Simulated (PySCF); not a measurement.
Compound: C₃H₅BF₂S.
Z-matrix (Å and degrees, PBE0-D3(BJ)/def2-SVP geometry), rows numbered from 1:
```
C 
S   1  1.8047
C   2  1.7595  1  104.25
B   3  1.5425  2  129.98  1     1.79
F   4  1.3239  3  122.74  2     1.75
C   3  1.3501  2  118.31  1  -178.71
F   6  1.3197  3  122.91  2    -0.26
H   1  1.0979  2  112.18  3    62.88
H   1  1.0989  2  104.43  3  -179.38
H   1  1.0972  2  112.30  3   -61.46
H   4  1.2111  3  120.01  2  -178.49
H   6  1.0932  3  123.81  2   179.92
```

Computed, not measured: PBE0-D3(BJ)/def2-SVP geometry optimisation, gas phase in PySCF.

Take the most abundant isotopes and a rigid rotor. The values belong to one conformer with, in the numbering `[CH3:1][S:2]/[C:3]([BH:4][F:5])=[CH:6]\[F:7]`, C1–S2–C3–B4 2°, S2–C3–B4–F5 2°.

(1) Give the principal moments of inertia and the rotational constants in MHz.

(2) Classify the top.

(3) Is it planar, by Δ = Ic − Ia − Ib?

(4) Give the coordinates in the principal-axis frame, origin at the centre of mass.

(5) Which types of transition are allowed, and where do some lines up to J = 2 fall?

Results:

(1) Ia = 179.36, Ib = 300.98, Ic = 477.01 u·Å²; 505379 MHz·u·Å²/I gives A = 2818, B = 1679, C = 1059 MHz.

(2) An asymmetric top; Ray's κ = -0.295.

(3) Not planar: Δ = Ic − Ia − Ib = -3.34 u·Å². For a rigid frame Δ = −2 Σ m c², so Σ m c² = 1.67 u·Å² lies off the ab plane: 1.64 from hydrogen and 0.04 from heavier atoms. The atom farthest from that plane is 0.95 Å away.

(4) The sense of each axis is arbitrary; atoms in the order of the calculation.
| atom | mass (u) | a (Å) | b (Å) | c (Å) |
| --- | --- | --- | --- | --- |
| C1 | 12.000 | 1.749 | -1.520 | 0.028 |
| S2 | 31.972 | -0.044 | -1.321 | -0.014 |
| C3 | 12.000 | -0.288 | 0.421 | 0.010 |
| B4 | 11.009 | 0.746 | 1.566 | 0.019 |
| F5 | 18.998 | 2.052 | 1.352 | -0.025 |
| C6 | 12.000 | -1.553 | 0.891 | 0.013 |
| F7 | 18.998 | -2.611 | 0.102 | -0.006 |
| H8 | 1.008 | 2.189 | -1.121 | 0.951 |
| H9 | 1.008 | 1.904 | -2.608 | 0.002 |
| H10 | 1.008 | 2.238 | -1.069 | -0.844 |
| H11 | 1.008 | 0.374 | 2.718 | 0.064 |
| H12 | 1.008 | -1.808 | 1.954 | 0.029 |

(5) The dipole components are |μa| = 0.66 D, |μb| = 0.68 D, |μc| = 0.07 D. The squared components, which scale the intensities, stand as 0.95 : 1.00 : 0.01 (a : b : c). Some of the stronger lines:

| type | branch | J(Ka,Kc) | MHz | lower level (cm⁻¹) |
| --- | --- | --- | --- | --- |
| a | Q | 1(1,0) ← 1(1,1) | 620 | 0.129 |
| b | Q | 1(1,0) ← 1(0,1) | 1758 | 0.091 |
| a | Q | 2(1,1) ← 2(1,2) | 1859 | 0.291 |
| b | Q | 2(1,1) ← 2(0,2) | 2570 | 0.268 |
| a | R | 1(0,1) ← 0(0,0) | 2739 | 0.000 |
| b | Q | 2(2,0) ← 2(1,1) | 3608 | 0.353 |
| b | R | 1(1,1) ← 0(0,0) | 3877 | 0.000 |
| b | R | 2(0,2) ← 1(1,1) | 4146 | 0.129 |
| a | R | 2(1,2) ← 1(1,1) | 4858 | 0.129 |
| b | Q | 2(2,1) ← 2(1,2) | 5274 | 0.291 |
| a | R | 2(0,2) ← 1(0,1) | 5285 | 0.091 |
| b | R | 2(1,2) ← 1(0,1) | 5996 | 0.091 |
| a | R | 2(1,1) ← 1(1,0) | 6097 | 0.150 |
| b | R | 2(2,1) ← 1(1,0) | 9512 | 0.150 |
| b | R | 2(2,0) ← 1(1,1) | 10324 | 0.129 |

No frequency check. Zero-point vibration and centrifugal distortion are left out. A rigid rotor knows nothing of internal rotation, which can split or shift real lines. Quadrupole hyperfine structure (11B) is left out.
